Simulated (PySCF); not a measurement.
# Exercise with solution: oscillator strength and radiative lifetime

C₂H₃AlFNO₂, SMILES C[O][Al]([F])[N]=C=O.

Geometry optimised at B3LYP-D3(BJ)/def2-SVP. The values are those of a single conformer.

TDDFT-LC-ωPBE/def2-SVPD (PySCF 2.14.0) puts the first singlet state with f over 0.02 at 7.42 eV (vertical), with the transition dipole (-0.010, 0.425, 0.000) in atomic units.

Question: Find the oscillator strength, the wavelength and the radiative lifetime that this transition would have in vacuum if emission retraced absorption.

Answer: 
|μ|² = 0.1807 au, so |μ| = 1.08 D. ΔE = 7.42/27.211 = 0.2727 hartree. f = (2/3) ΔE |μ|² = 0.033 (the program prints 0.033).
λ = 1239.84/7.42 = 167 nm; ν = 59846 cm⁻¹.
Einstein's coefficient A = 0.6670 ν² f s⁻¹ (ν in cm⁻¹) = 7.8e7 s⁻¹, so τ = 1/A = 13 ns. This state is S4; the lower singlets have f = 0.000, 0.009, 0.007. The figure is the radiative limit of this one transition; relaxation, internal conversion, crossing to triplets and a medium change what is measured.
